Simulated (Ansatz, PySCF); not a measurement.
Dimer: CH4O (SMILES CO) (first 6 atoms) with H4OSi (SMILES O[SiH3]); geometry from B3LYP-D3(BJ)/def2-TZVP.
(charge 0, multiplicity 1):
```xyz
12

C     -0.0629     0.0915     0.1839
O     -0.9976     0.3478     1.2362
H     -0.1007    -0.9507    -0.1428
H      0.9253     0.2959     0.5903
H     -0.2389     0.7514    -0.6690
H     -1.8898     0.1680     0.9225
O     -0.0573    -1.0312     3.4465
Si     1.0372    -0.2371     4.3755
H     -0.4782    -0.5404     2.7168
H      2.1273     0.3598     3.5569
H      1.6196    -1.2311     5.3026
H      0.4242     0.8621     5.1654
```

Basis-set superposition error: the interaction energy with monomers in their own basis, and in the dimer's basis (counterpoise).

Run with Ansatz (a quantum-chemistry and plane-wave program); PySCF for 6-31G* rows. Values without a source in brackets are computed.

| level | uncorrected (kcal/mol) | counterpoise (kcal/mol) | difference |
|---|---|---|---|
| HF/aug-cc-pV(D+d)Z | -5.12 | -4.63 | 0.49 |
| PBE/def2-TZVPPD | -6.86 | -6.78 | 0.09 |
| BLYP/def2-TZVPPD | -5.43 | -5.33 | 0.10 |
| B97M-V/def2-TZVPPD | -7.49 | -7.42 | 0.06 |
| B3LYP/6-31G* | -9.38 | -7.22 | 2.16 |
| wB97M-V/def2-TZVPPD | -7.52 | -7.44 | 0.08 |
| MP2/6-31G* | -9.93 | -7.10 | 2.82 |
| SCS-MP2/aug-cc-pV(D+d)Z | -7.53 | -5.94 | 1.59 |
| CCSD/aug-cc-pV(D+d)Z | -7.72 | -6.23 | 1.49 |
| CCSD(T)/aug-cc-pV(D+d)Z | -8.27 | -6.62 | 1.64 |

The error is largest for MP2/6-31G* (2.82 kcal/mol) and smallest for B97M-V/def2-TZVPPD (0.06 kcal/mol).
